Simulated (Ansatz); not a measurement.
Calculated with Ansatz (gas phase, PBE0-D4/def2-TZVP geometries, no zero-point term in ΔE). CCSD(T)/CBS adds triple-zeta CCSD(T) − MP2 to the extrapolated MP2 energy (def2 sets, frozen cores). This one scheme is used for every species. Functionals use def2-TZVPP. For Ge outer-core shells are correlated without core-valence functions, which leaves a few kJ/mol of doubt a bond. Scalar relativity is left out up to krypton. Each species was taken in one conformer, which may not be the lowest.

Reaction (ligand exchange at a Ge–C bond): `N=[C](O)[GeH3]` + `O[SiH](O)O` → `O[SiH](O)[O][GeH3]` + `N=CO`

```csv
species,PBE0 energy (Eh)
`N=[C](O)[GeH3]`,-2247.69171
`O[SiH](O)O`,-517.48224
`O[SiH](O)[O][GeH3]`,-2595.43402
`N=CO`,-169.75935
```

(1) Work out ΔE.

Largest T1 diagnostic among the species: 0.014.

Results:

(1) ΔE = (-2595.43402) + (-169.75935) − (-2247.69171) − (-517.48224) = -0.01942 Eh = -0.53 eV. CCSD(T)/CBS gives -0.57 eV.

From PBE to PBE0 (25 % exact exchange), in def2-TZVPP and without D4, ΔE moves by −0.06 eV. In def2-TZVPP, CCSD(T) changes the Hartree–Fock value by +0.23 eV (the triples alone add +0.03 eV) and MP2 by +0.23 eV.
